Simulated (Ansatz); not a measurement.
The cluster B₃As₃, relaxed as a triplet with UKS r2SCAN-D4/def2-SVP in Ansatz, starting from the r2SCAN-D4/def2-SVP geometry of the neutral singlet. Force threshold 0.02 eV/Å.

The relaxation made no stability test and no search for a lower SCF solution. At r2SCAN-D4/def2-SVP a singlet of charge 0 lies 1.67 eV below the triplet, each at its own geometry. The structure comes from a short search, and lower isomers may exist.

Start:

```xyz
6

B    -0.316   -0.098    0.790
B    -0.675   -0.775   -0.786
B    -0.817    0.762   -0.653
As    0.412   -1.909    0.498
As    0.067    1.839    0.823
As    1.329    0.181   -0.671
```

(1) Estimate the energy that the relaxation releases and the steps that it takes.

(2) Does the start keep its bonding and symmetry?

(3) Predict the relaxed structure.

## Answers

(1) 37.5 kJ/mol, in 5 steps; 32 s on 4 threads of Arm Neoverse V2 on a shared host. No frequencies were taken in this run, so the end may be a saddle point.

(2) By distances, no bond broke or formed. The bond that changes most is B2–B3, from 1.55 to 1.70 Å (atoms count from 1). Point group Cs at the start, Cs at the end, both within 0.05 Å.

(3) 
Cartesian coordinates in Å:
```
B -0.425 -0.108 0.776
B -0.675 -0.845 -0.843
B -0.835 0.841 -0.693
As 0.486 -1.845 0.582
As 0.151 1.776 0.895
As 1.298 0.180 -0.717
```
Bond lengths: 7 × As–B 1.97 to 2.30 Å; 3 × B–B 1.70 to 1.80 Å; 2 × As–As 2.54 Å.
